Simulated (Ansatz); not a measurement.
One change: `C=C(CC)C(=O)O` becomes `C=C(C=O)CC`.

Ansatz, PBE0-D4/def2-TZVP geometries, multiplicity 1. Each molecule was computed in one conformer, which needn't be the lowest.

```json
{"property": "LUMO energy (ωB97M-V/def2-TZVPP) / eV", "`C=C(CC)C(=O)O`": "0.81"}
{"property": "LUMO energy (PBE/def2-TZVPP) / eV", "`C=C(CC)C(=O)O`": "-2.31"}
{"property": "HOMO–LUMO gap (ωB97M-V/def2-TZVPP) / eV", "`C=C(CC)C(=O)O`": "10.98"}
{"property": "HOMO–LUMO gap (PBE0/def2-TZVPP) / eV", "`C=C(CC)C(=O)O`": "6.61"}
{"property": "HOMO energy (PBE0/def2-TZVPP) / eV", "`C=C(CC)C(=O)O`": "-7.96"}
{"property": "HOMO energy (ωB97M-V/def2-TZVPP) / eV", "`C=C(CC)C(=O)O`": "-10.17"}
```

(1) What does the change do to each property? (Best estimate.)

Answers

(1) Computed: 
| property | `C=C(C=O)CC` | shift |
| --- | --- | --- |
| LUMO energy (ωB97M-V/def2-TZVPP) / eV | 0.47 | -0.34 |
| LUMO energy (PBE/def2-TZVPP) / eV | -2.74 | -0.43 |
| HOMO–LUMO gap (ωB97M-V/def2-TZVPP) / eV | 10.38 | -0.60 |
| HOMO–LUMO gap (PBE0/def2-TZVPP) / eV | 5.77 | -0.84 |
| HOMO energy (PBE0/def2-TZVPP) / eV | -7.48 | 0.48 |
| HOMO energy (ωB97M-V/def2-TZVPP) / eV | -9.91 | 0.26 |

With PBE0 the HOMO rises by 0.48 eV and the LUMO falls by 0.37 eV, so the gap narrows by about 0.85 eV. PBE moves the HOMO by 0.57 eV and ωB97M-V by 0.26 eV. The zero-point energy changes by -15.7 kJ/mol with -3 modes.
